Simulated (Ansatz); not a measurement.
Species: HSiO₂, charge 0, multiplicity 2. SMILES: O=[Si]O
Geometry from a B3LYP-D3(BJ)/def2-TZVP (Ansatz, a first-principles code) optimisation:
```
Si
O 1 1.5317
O 1 1.6342 2 126.89
H 3 0.9671 1 117.65 2 0.00
```
Charge 0, spin multiplicity 2.

Property: atomisation energy, in kcal/mol. Set-up: no dispersion term unless named; non-relativistic; atomisation electronic, to ground-state atoms; LANL2DZ with its own core potentials from Na on; valence correlation only; open shells spin-unrestricted; 6-31G* and kin with 6d, 5d where marked; 6-311+G** with 5d, 6d on Na to Ar in Ansatz; spin-orbit terms left out. CBS marks a two-point X^-3 extrapolation of the correlation energy; Hartree-Fock from the larger set. [CCSD(T)-MP2]/basis is that difference in the basis named. First-principles rows: single points at B3LYP-D3(BJ) geometries (Ansatz).

Coupled cluster (Ansatz) is a level with limits of its own, used here on species with T1 under 0.025 (0.045 for open shells) and stable references: RI-MP2/CBS(cc-pV(T+d)Z,cc-pV(Q+d)Z)+[CCSD(T)-MP2]/cc-pV(T+d)Z.

Value to compare with, RI-MP2/CBS(cc-pV(T+d)Z,cc-pV(Q+d)Z)+[CCSD(T)-MP2]/cc-pV(T+d)Z (Ansatz): 362.8 kcal/mol.

| level | program | atomisation energy (kcal/mol) | difference |
|---|---|---|---|
| PBE/STO-3G | Ansatz | 356.4 | -6.4 |
| PBE/3-21G | Ansatz | 321.6 | -41.2 |
| PBE/LANL2DZ | Ansatz | 312.6 | -50.2 |
| PBE/6-31G* | Ansatz | 359.0 | -3.8 |
| PBE/def2-SVP | Ansatz | 362.8 | 0.0 |
| PBE/6-311+G** | Ansatz | 360.8 | -2.0 |
| PBE/def2-TZVPD | Ansatz | 373.4 | 10.6 |

Among the 6 habitual levels, PBE/LANL2DZ lies farthest from RI-MP2/CBS(cc-pV(T+d)Z,cc-pV(Q+d)Z)+[CCSD(T)-MP2]/cc-pV(T+d)Z (Ansatz) (-50.2 kcal/mol) and PBE/def2-SVP nearest (0.0); 0 of 6 lie above it, and their mean absolute difference is 17.3 kcal/mol, the median 5.1. One case shows no general order.

The sets are all those run for this method; left out are runs that failed, that the program found above a lower state of the same kind, or whose <S^2> lies over 0.5 above the pure value.
